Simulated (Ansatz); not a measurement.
One change: `N[SiH2][NH][GeH2][NH2]` becomes `NCN[SiH2]N`.

Ansatz, PBE0-D4/def2-TZVP geometries, multiplicity 1. Each molecule was computed in one conformer, which needn't be the lowest.

Scalar relativity is left out up to krypton.

| property | `N[SiH2][NH][GeH2][NH2]` |
| --- | --- |
| HOMO energy (PBE0/def2-TZVPP) / eV | -6.97 |
| LUMO energy (PBE/def2-TZVPP) / eV | -0.12 |
| LUMO energy (PBE0/def2-TZVPP) / eV | 0.69 |
| LUMO energy (B3LYP/def2-TZVPP) / eV | 0.41 |
| size of the dipole moment (B3LYP/def2-TZVPP) / D | 1.44 |
| HOMO energy (B3LYP/def2-TZVPP) / eV | -6.73 |

Q: Give the same properties after the change, and the shifts. (Estimate.)

A: Ansatz gave: 
```tsv
property	`NCN[SiH2]N`	shift
HOMO energy (PBE0/def2-TZVPP) / eV	-6.62	0.35
LUMO energy (PBE/def2-TZVPP) / eV	-0.05	0.07
LUMO energy (PBE0/def2-TZVPP) / eV	0.76	0.07
LUMO energy (B3LYP/def2-TZVPP) / eV	0.45	0.04
size of the dipole moment (B3LYP/def2-TZVPP) / D	1.81	0.37
HOMO energy (B3LYP/def2-TZVPP) / eV	-6.40	0.33
```

With PBE0 the HOMO rises by 0.35 eV and the LUMO rises by 0.07 eV, so the gap narrows by about 0.28 eV. PBE moves the HOMO by 0.33 eV and ωB97M-V by 0.32 eV. Dipoles are sizes alone; their direction can turn.

B3LYP here is the variant with VWN-RPA as its local correlation; programs differ in this.
